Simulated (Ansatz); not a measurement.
Cl₃H₃SiSn, SMILES `Cl[Si](Cl)(Cl)[SnH3]`, relaxed with RKS PBE-D4/def2-SVP in Ansatz 0.2.0 from a rough embedded geometry. The force threshold is 0.03 eV/Å; the program also tests the step.

Charge 0, multiplicity 1. Sn takes the def2 core potential.

Start:

```xyz
8

Cl   -0.165    2.674    0.751
Si    0.556    0.709    0.800
Cl    2.568    0.746    0.346
Cl    0.354   -0.101    2.730
Sn   -0.640   -0.753   -0.854
H    -0.405   -0.100   -2.489
H     0.041   -2.373   -0.795
H    -2.310   -0.802   -0.490
```

```json
{"step": "1", "energy (eV)": "-51295.7702", "largest force (eV/Å)": "1.077", "largest move (Å)": "0.000"}
{"step": "2", "energy (eV)": "-51295.8066", "largest force (eV/Å)": "0.599", "largest move (Å)": "0.101"}
{"step": "3", "energy (eV)": "-51295.8309", "largest force (eV/Å)": "0.056", "largest move (Å)": "0.074"}
{"step": "4", "energy (eV)": "-51295.8313", "largest force (eV/Å)": "0.029", "largest move (Å)": "0.017"}
```

End:

```xyz
8

Cl   -0.158    2.644    0.780
Si    0.582    0.702    0.807
Cl    2.615    0.785    0.382
Cl    0.358   -0.043    2.735
Sn   -0.651   -0.782   -0.901
H    -0.425   -0.120   -2.476
H     0.007   -2.373   -0.824
H    -2.328   -0.813   -0.503
```

Run time 17 s (4 threads of an Intel Xeon on a shared host); peak host memory 0.18 GiB.
